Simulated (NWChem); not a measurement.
C$_{4}$H$_{4}$N$_{2}$; SMILES C=C/C=N/C#N

```xyz
10

C      0.7817     2.3425     0.0000
C     -0.4434     1.7972     0.0000
C     -0.6771     0.3585     0.0000
N      0.2885    -0.4897     0.0000
C      0.0640    -1.7964     0.0000
N     -0.0290    -2.9577     0.0000
H      1.6706     1.7050     0.0000
H      0.9215     3.4259     0.0000
H     -1.3351     2.4306     0.0000
H     -1.7283     0.0236     0.0000
```
Atoms are numbered in this order, from 1.

Level: PBE0/def2-SVP (NWChem), optimised geometry, unscaled harmonic frequencies. 

**Question.** List the harmonic frequencies with IR intensities, and the thermochemistry.

**Answer.** 
```
frequency (cm⁻¹)  IR intensity (km/mol)
----------------  ---------------------
120                                 0.9
148                                 2.1
217                                 7.6
280                                 2.1
514                                20.2
587                                 5.7
627                                 4.6
648                                 6.0
1006                               39.0
1008                               27.9
1017                               10.1
1020                               18.1
1039                                1.4
1166                                9.0
1308                                3.1
1398                               11.8
1430                               32.3
1692                              144.4
1742                               57.2
2358                               86.4
3106                               21.4
3175                                0.4
3212                                4.6
3288                                0.2
```

| Quantity | Value |
|---|---|
| zero-point energy | 45.9 kcal/mol |
| thermal correction to the enthalpy at 298.15 K (with zero-point energy) | 50.3 kcal/mol |
| heat capacity Cv | 19.9 cal/(mol K) |
| entropy at 298.15 K and 1 atm (symmetry number 1) | 76.9 cal/(mol K) |
| dipole moment | 5.47 D |

Rigid rotor and harmonic oscillator.
